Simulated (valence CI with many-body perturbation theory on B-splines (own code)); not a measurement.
Values are calculated unless marked as measured or tabulated.
# Ladder of approximations for La44+

Level of theory: valence CI with perturbative core correlation (CI+MBPT): three valence electrons over a frozen Dirac-Fock core [Ne], a basis of 11 s, 11 p, 9 d, 7 f, 5 g, 2 h, 1 i functions for each j, with the one-electron correlation potential Σ1, the two-electron term Σ2, the three-electron term Σ3, Breit, model QED; selected CI, second order for the rest (own B-spline code, finite nucleus).

No measured spectrum was set against this ion. As an estimate, large intervals hold to a few tenths of a per cent, small ones and those within an open d or f shell to about a per cent.

Each rung adds one term. CI alone is the Dirac-Coulomb CI over the frozen core; QED comes last and gives the full result, which names the levels. Energies are above (3s^2 3p1/2) J=1/2 on the same rung, in Ry.

Levels are named by their leading jj configuration (3d3/2^4 stands for four electrons in 3d with j = 3/2), which in mixed levels can hold well under half, so a name can repeat and another be missing. Letters in brackets count levels of one name in rising energy.

| Level | CI alone |
| --- | --- |
| (3s^2 3p3/2) J=3/2 | 7.902 |
| (3s 3p1/2^2) J=1/2 | 8.152 |
| (3s 3p1/2 3p3/2) J=3/2 [a] | 14.610 |
| (3s 3p1/2 3p3/2) J=5/2 | 15.539 |
| (3s 3p1/2 3p3/2) J=3/2 [b] | 16.750 |
| (3s 3p1/2 3p3/2) J=1/2 | 17.358 |
| (3s^2 3d3/2) J=3/2 | 20.257 |
| (3s^2 3d5/2) J=5/2 | 21.341 |
| (3s 3p3/2^2) J=5/2 | 23.685 |
| (3p1/2^2 3p3/2) J=3/2 | 24.997 |
| (3s 3p3/2^2) J=1/2 | 25.275 |
| (3s 3p3/2^2) J=3/2 | 25.685 |
| (3s 3p1/2 3d3/2) J=3/2 [a] | 26.047 |
| (3s 3p1/2 3d3/2) J=5/2 | 26.702 |
| (3s 3p1/2 3d3/2) J=1/2 | 28.079 |
| (3s 3p1/2 3d3/2) J=3/2 [b] | 28.222 |

Question: What do these energies become with core correlation, Breit and QED?

Answer: (3s^2 3p3/2) J=3/2 7.815 (-0.0870); (3s 3p1/2^2) J=1/2 8.121 (-0.0316); (3s 3p1/2 3p3/2) J=3/2 [a] 14.509 (-0.1013); (3s 3p1/2 3p3/2) J=5/2 15.405 (-0.1337); (3s 3p1/2 3p3/2) J=3/2 [b] 16.611 (-0.1388); (3s 3p1/2 3p3/2) J=1/2 17.207 (-0.1516); (3s^2 3d3/2) J=3/2 20.050 (-0.2062); (3s^2 3d5/2) J=5/2 21.113 (-0.2284); (3s 3p3/2^2) J=5/2 23.452 (-0.2324); (3p1/2^2 3p3/2) J=3/2 24.819 (-0.1775); (3s 3p3/2^2) J=1/2 25.059 (-0.2162); (3s 3p3/2^2) J=3/2 25.433 (-0.2518); (3s 3p1/2 3d3/2) J=3/2 [a] 25.849 (-0.1976); (3s 3p1/2 3d3/2) J=5/2 26.482 (-0.2199); (3s 3p1/2 3d3/2) J=1/2 27.853 (-0.2262); (3s 3p1/2 3d3/2) J=3/2 [b] 27.984 (-0.2380).

Question: How does the ionisation energy move along the ladder, and which term matters most?

Answer: CI alone 3519.9, + Σ1 3521.0, + Σ2 3520.8, + Σ3 3520.8, + Breit 3517.0, + QED 3517.0 eV. The largest step is Breit, -3.8 eV. NIST lists 3515 ± 4 eV (theoretical).
